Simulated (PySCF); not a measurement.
Electron correlation in Ga (gallium, neutral)

[Ar] 3d10 4s2 4p1, 2P determinant. Computed with PySCF 2.14 in x2c-TZVPall (6s5p4d1f, 48 functions), with scalar relativity by spin-free X2C-1e. Frozen: [Ar] 3d10; 3 electrons correlated.

MP2 pair energies summed by pair of shells (mhartree):

| pair | energy | share (%) |
| --- | --- | --- |
| 4s-4s | -19.83 | 58.8 |
| 4s-4p | -13.89 | 41.2 |

Total MP2 correlation energy: -33.72 mhartree.

Same-spin part -2.47 and opposite-spin part -31.25 mhartree; SCS-MP2 scales them by 1/3 and 6/5 to -38.32 mhartree.

```
  level  correlation energy (mhartree)
   CCSD                         -46.43
    (T)                          -0.82
CCSD(T)                         -47.25
```

Diagnostics: T1 = 0.013, D1 = 0.0294, largest double amplitude 0.091.

Cost of the coupled-cluster step: 0.57 s of wall time on 1 thread of AMD EPYC 7R43 64-Core Processor (shared host), for 3 correlated electrons.

Iterations:

```
CC2 = 0
CCSD nocc = (np.int64(2), np.int64(1)), nmo = (34, 34)
frozen orbitals [[0, 1, 2, 3, 4, 5, 6, 7, 8, 9, 10, 11, 12, 13], [0, 1, 2, 3, 4, 5, 6, 7, 8, 9, 10, 11, 12, 13]]
max_cycle = 100
direct = 0
conv_tol = 1e-08
conv_tol_normt = 1e-06
diis_space = 8
diis_start_cycle = 0
Init t2, MP2 energy = -0.0337227557612591
Init E_corr(UCCSD) = -0.0337227557634783
cycle = 1  E_corr(UCCSD) = -0.0417710715198499  dE = -0.00804831576  norm(t1,t2) = 0.0510746
cycle = 2  E_corr(UCCSD) = -0.044478279417111  dE = -0.0027072079  norm(t1,t2) = 0.021819
cycle = 3  E_corr(UCCSD) = -0.0464324007376024  dE = -0.00195412132  norm(t1,t2) = 0.0102943
cycle = 4  E_corr(UCCSD) = -0.046418258842191  dE = 1.41418954e-05  norm(t1,t2) = 0.00143145
cycle = 5  E_corr(UCCSD) = -0.0464331432138707  dE = -1.48843717e-05  norm(t1,t2) = 0.000185932
cycle = 6  E_corr(UCCSD) = -0.0464283138652918  dE = 4.82934858e-06  norm(t1,t2) = 3.69237e-05
cycle = 7  E_corr(UCCSD) = -0.0464305498296573  dE = -2.23596437e-06  norm(t1,t2) = 1.04949e-05
cycle = 8  E_corr(UCCSD) = -0.0464299138140068  dE = 6.3601565e-07  norm(t1,t2) = 3.00352e-06
cycle = 9  E_corr(UCCSD) = -0.0464299636954766  dE = -4.98814697e-08  norm(t1,t2) = 4.46222e-07
cycle = 10  E_corr(UCCSD) = -0.0464299789410071  dE = -1.52455305e-08  norm(t1,t2) = 1.1412e-07
cycle = 11  E_corr(UCCSD) = -0.0464299777722333  dE = 1.16877381e-09  norm(t1,t2) = 5.65957e-08
UCCSD converged
E(UCCSD) = -1942.215494209127  E_corr = -0.04642997777223329
UCCSD(T) correction = -0.000824066935734666
```
